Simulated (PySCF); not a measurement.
Compound: CH₃FO₂Si.
Structure used (PBE0-D3(BJ)/def2-SVP), in Å, numbered top down from 1:
```xyz
8
CH3FO2Si angstrom
O      1.2639    1.3091    0.2383
C      0.7850    0.2235    0.0247
O      1.5086   -0.8703   -0.2118
Si    -1.1199    0.0408    0.0239
F     -1.5874   -1.4819   -0.2826
H      2.4460   -0.6070   -0.1785
H     -1.6446    0.9338   -1.0396
H     -1.5944    0.4279    1.3760
```

All values: PBE0/pcSseg-1 and CAM-B3LYP/def2-SVPD (PySCF, non-relativistic), on one gas-phase PBE0-D3(BJ)/def2-SVP geometry that isn't relaxed in the solvent. The solvent is an IEF-PCM continuum (van der Waals radii × 1.2). Only the electrostatic response of the medium enters.

Gas phase at PBE0/pcSseg-1: HOMO -8.26 eV, LUMO -0.87 eV, dipole 0.44 D.

**Question.** What does the continuum do to the energy, the frontier levels and the dipole at PBE0/pcSseg-1 in water?

**Answer.** 
```tsv
solvent	ε	E(solvent) − E(gas) (kcal/mol)	polarisation term (kcal/mol)	distortion of the solute (kcal/mol)	HOMO (eV)	LUMO (eV)	dipole (D)
water	78.36	-6.65	-7.31	0.66	-8.21	-0.73	0.54
```

The first energy column is the sum of the next two and covers electrostatics alone.

**Question.** Which Hirshfeld charges (PBE0/pcSseg-1) respond most in water (means over atoms taken as equivalent)?

**Answer.** 
```csv
atoms,environment,gas (e),solvent (e),change
O1,acid carbonyl oxygen,-0.259,-0.287,-0.028
H6,acid proton,+0.187,+0.205,+0.018
F5,silicon-bound fluorine,-0.203,-0.215,-0.012
C2,carbonyl carbon,+0.121,+0.128,+0.007
H7/H8,Si–H hydrogen,-0.059,-0.053,+0.006
Si4,fluorine-bound silicon,+0.439,+0.442,+0.003
O3,acid hydroxyl oxygen,-0.166,-0.166,0.000
```

**Question.** How do the nuclear quadrupole coupling constants eQVzz/h respond in water?

**Answer.** 
```json
{"nucleus": "17O at O1", "Q (barn)": "-0.0256", "gas (MHz)": "8.99", "solvent (MHz)": "8.84", "η gas": "0.27", "η solvent": "0.19"}
{"nucleus": "17O at O3", "Q (barn)": "-0.0256", "gas (MHz)": "-9.28", "solvent (MHz)": "-8.82", "η gas": "0.45", "η solvent": "0.44"}
```

Gas phase at CAM-B3LYP/def2-SVPD: HOMO -9.85 eV, LUMO 0.03 eV, dipole 0.35 D.

**Question.** What does the continuum do to the energy, the frontier levels and the dipole at CAM-B3LYP/def2-SVPD in water?

**Answer.** 
| solvent | ε | E(solvent) − E(gas) (kcal/mol) | polarisation term (kcal/mol) | distortion of the solute (kcal/mol) | HOMO (eV) | LUMO (eV) | dipole (D) |
| --- | --- | --- | --- | --- | --- | --- | --- |
| water | 78.36 | -6.81 | -7.65 | 0.84 | -9.80 | 0.18 | 0.48 |

**Question.** How does the static polarisability (CAM-B3LYP/def2-SVPD, frozen core, with the continuum's full static response) change?

**Answer.** 
```json
{"medium": "gas", "isotropic (au)": "45.8", "principal values (au)": "38.0, 46.6, 52.9", "⟨r²⟩ of the electrons (bohr²)": "548.0"}
{"medium": "water", "isotropic (au)": "58.0", "principal values (au)": "49.1, 60.5, 64.4", "⟨r²⟩ of the electrons (bohr²)": "548.0"}
```

The isotropic value in water is 1.27 times the gas-phase one; no cavity-field correction is applied. ⟨r²⟩ is taken about the centre of nuclear charge.
